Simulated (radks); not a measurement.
All-electron atom: Cu IV in [Ne] 3s(up 1, down 1) 3p6 3d8. Method: non-relativistic Kohn-Sham, r2SCAN, spin-polarised, spherical densities, point nucleus; open shells are filled with parallel spins first; meta-GGA in the generalised Kohn-Sham scheme; computed with a radial shooting solver on a logarithmic mesh with Libxc functionals. Some entries of the table are withheld. Estimate them.

| orbital | occ. | eigenvalue (eV) | <r> (bohr) | <r^2> (bohr^2) |
|---|---|---|---|---|
| 1s down | 1 | -8820.183 | 0.05292 | 0.003754 |
| 1s up | 1 | -8820.176 | 0.05292 | 0.003754 |
| 2s up | 1 | -1098.412 | 0.2384 | 0.06701 |
| 2s down | 1 | -1096.666 | 0.2382 | 0.06687 |
| 2p up | 3 | -966.8276 | 0.2079 | (1) |
| 2p down | 3 | -965.5343 | 0.2076 | (2) |
| 3s up | 1 | -162.4387 | 0.7134 | 0.5865 |
| 3s down | 1 | -159.2763 | 0.7156 | 0.5903 |
| 3p up | 3 | (3) | 0.7389 | 0.6415 |
| 3p down | 3 | (4) | 0.7424 | 0.6479 |
| 3d up | 5 | -50.8287 | 0.8418 | 0.8958 |
| 3d down | 3 | -47.7582 | 0.8588 | 0.9381 |

Answer. 
(1) 2p up <r^2> (bohr^2): 0.05296
(2) 2p down <r^2> (bohr^2): 0.05282
(3) 3p up eigenvalue (eV): -120.7472
(4) 3p down eigenvalue (eV): -117.5852
